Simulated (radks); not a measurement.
Results of a calculation; reference values are marked as such.
Spherical jellium clusters: N electrons in a uniform positive sphere of charge N and radius rs N^(1/3), rs = 3.54 bohr. Level of theory: non-relativistic Kohn-Sham, PBEsol, spin-polarised, spherical densities (a radial shooting solver with Libxc functionals). Levels are named by radial order and angular momentum (1s, 1p, 1d, 2s, ...), and open shells are averaged over m.

N = 22, configuration 1s2 1p6 1d10 2s2 1f(up 2, down 0). This is the lowest configuration that the search found. Occupied and some empty levels:

level,occupation,eigenvalue (eV),<r> (bohr)
1s up,1,-5.9101,6.280
1s down,1,-5.8410,6.116
1p up,3,-5.0181,7.347
1p down,3,-4.8998,7.238
1d up,5,-3.8646,8.137
1d down,5,-3.7109,8.067
2s up,1,-3.2157,6.744
2s down,1,-3.1267,6.791
1f up,2,-2.5143,8.860
1f down,0,-2.3376,8.828
2p up,0,-1.7609,8.454
2p down,0,-1.6644,8.475
1g up,0,-1.0336,9.691
1g down,0,-0.84765,9.717

Energy (eV): total -39.4854, kinetic 47.444, external -1567.0, Hartree 771.90, exchange-correlation -88.470, background 796.65.
